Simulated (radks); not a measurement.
Pr4+, 55 electrons, occupied as [Xe] 5f1 (not the ground configuration).

Calculated with a radial shooting solver on a logarithmic mesh with Libxc functionals: scalar-relativistic Kohn-Sham, B86b exchange with PBE correlation, spin-polarised, spherical densities, point nucleus; open shells are filled with parallel spins first (spin-orbit coupling, left out, can overturn this in heavy ions).

Energy parts (eV):
total: -251271.47
kinetic: 266908.37
electron-nucleus: -606152.65
Hartree: 93800.86
exchange-correlation: -5828.05

Orbitals (lengths in bohr, moments of r in powers of bohr; <r^-3> diverges for s and p1/2):
\begin{tabular}{lrrrr}
orbital & occ. & eigenvalue (eV) & <r^-3> & <1/r> \\ \hline
1s up & 1 & -41885.48 & - & 64.70 \\
1s down & 1 & -41885.48 & - & 64.70 \\
2s up & 1 & -6793.909 & - & 14.93 \\
2s down & 1 & -6793.910 & - & 14.93 \\
2p up & 3 & -6085.182 & 8481 & 14.10 \\
2p down & 3 & -6085.184 & 8481 & 14.10 \\
3s up & 1 & -1520.709 & - & 5.430 \\
3s down & 1 & -1520.681 & - & 5.430 \\
3p up & 3 & -1296.303 & 1712 & 5.136 \\
3p down & 3 & -1296.276 & 1712 & 5.136 \\
3d up & 5 & -981.2459 & 233.9 & 4.872 \\
3d down & 5 & -981.2252 & 233.9 & 4.872 \\
4s up & 1 & -354.5866 & - & 2.287 \\
4s down & 1 & -354.5363 & - & 2.287 \\
4p up & 3 & -280.5398 & 379.6 & 2.115 \\
4p down & 3 & -280.4939 & 379.5 & 2.115 \\
4d up & 5 & -174.4167 & 43.63 & 1.864 \\
4d down & 5 & -174.3773 & 43.62 & 1.864 \\
4f up & 0 & -60.5036 & 6.055 & 1.423 \\
4f down & 0 & -60.4505 & 6.061 & 1.424 \\
5s up & 1 & -88.8043 & - & 0.9561 \\
5s down & 1 & -88.6804 & - & 0.9584 \\
5p up & 3 & -68.2357 & 68.62 & 0.8444 \\
5p down & 3 & -68.0136 & 69.31 & 0.8480 \\
5f up & 1 & -19.5570 & 0.5013 & 0.3870 \\
6s up & 0 & -33.1869 & - & 0.4414 \\
6s down & 0 & -32.1901 & - & 0.4476 \\
\end{tabular}

The highest occupied level is 5f up at -19.557 eV. The configuration is held as typed, so some empty levels lie below it. Spin moment in Bohr magnetons: 1. The density falls to 0.001 e/bohr^3 at r = 4.19 bohr.
